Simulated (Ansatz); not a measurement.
Consider the cleavage of the Si–P bond: `[SiH3]P[SiH3]` + `[OH][In]([F])[SH]` → `[F][In]([SH])[O][SiH3]` + `[SiH3]P`.

Program: Ansatz. Geometries: PBE0-D4/def2-TZVP. ΔE: electronic, gas phase. CCSD(T)/CBS is the MP2 limit (def2-TZVPP, def2-QZVPP) plus CCSD(T) − MP2 in def2-TZVPP, frozen cores. This one scheme is used for every species. DFT in def2-TZVPP. Elements past krypton have def2 core potentials. For In outer-core shells are correlated without core-valence functions, which leaves a few kJ/mol of doubt a bond. One conformer a species, not always the lowest.

| level | ΔE (kJ/mol) |
| --- | --- |
| PBE-D4 | -46.1 |
| ωB97X-V | -70.5 |
| B2PLYP | -76.6 |
| PBE | -49.3 |
| r2SCAN | -64.1 |
| PBE0 | -57.3 |
| CCSD(T)/def2-TZVPP | -74.2 |
| MP2/CBS(def2) | -70.2 |

Task: What does CCSD(T)/CBS give? (Best estimate.)

Result: Ansatz gave: -71.3 kJ/mol. The listed levels differ from it by 25.2, 0.8, -5.3, 22.0, 7.2, 14.0, -2.9, 1.1 kJ/mol.

Largest T1 diagnostic among the species: 0.016.

In def2-TZVPP, CCSD(T) changes the Hartree–Fock value by +29.0 kJ/mol (the triples alone add +4.9 kJ/mol) and MP2 by +30.1 kJ/mol. The D4 term adds +5.4 kJ/mol with B3LYP and +2.7 kJ/mol with PBE0; it sums over pairs of atoms, weighted by their polarisabilities, and B3LYP, whose exchange is more repulsive, gets the larger term.

B3LYP here is the variant with VWN-RPA as its local correlation; programs differ in this.
